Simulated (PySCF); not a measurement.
Pb(F)(SiH3) (FH₃PbSi), SMILES [SiH3][Pb][F] (connectivity only; charge and spin as stated), neutral, multiplicity 1.

Geometry optimised at PBE-D3(BJ)/def2-SVP. The def2 effective core potentials stand for the cores of Pb; spin–orbit coupling is left out.

Calculation: r2SCAN/def2-TZVPD in PySCF.

Symmetry labels are those of the subgroup Cs that the program uses (full group Cs).

Computed valence orbital energies around the gap with their symmetry:
```json
[
 {"orbital": "HOMO−7", "symmetry": "A'", "energy (eV)": "-13.89"},
 {"orbital": "HOMO−6", "symmetry": "A'", "energy (eV)": "-12.55"},
 {"orbital": "HOMO−5", "symmetry": "A'", "energy (eV)": "-8.72"},
 {"orbital": "HOMO−4", "symmetry": "A\"", "energy (eV)": "-8.63"},
 {"orbital": "HOMO−3", "symmetry": "A'", "energy (eV)": "-8.58"},
 {"orbital": "HOMO−2", "symmetry": "A\"", "energy (eV)": "-8.44"},
 {"orbital": "HOMO−1", "symmetry": "A'", "energy (eV)": "-8.36"},
 {"orbital": "HOMO", "symmetry": "A'", "energy (eV)": "-5.78"},
 {"orbital": "LUMO", "symmetry": "A\"", "energy (eV)": "-3.68"},
 {"orbital": "LUMO+1", "symmetry": "A'", "energy (eV)": "-1.62"},
 {"orbital": "LUMO+2", "symmetry": "A'", "energy (eV)": "-0.64"},
 {"orbital": "LUMO+3", "symmetry": "A'", "energy (eV)": "0.38"}
]
```
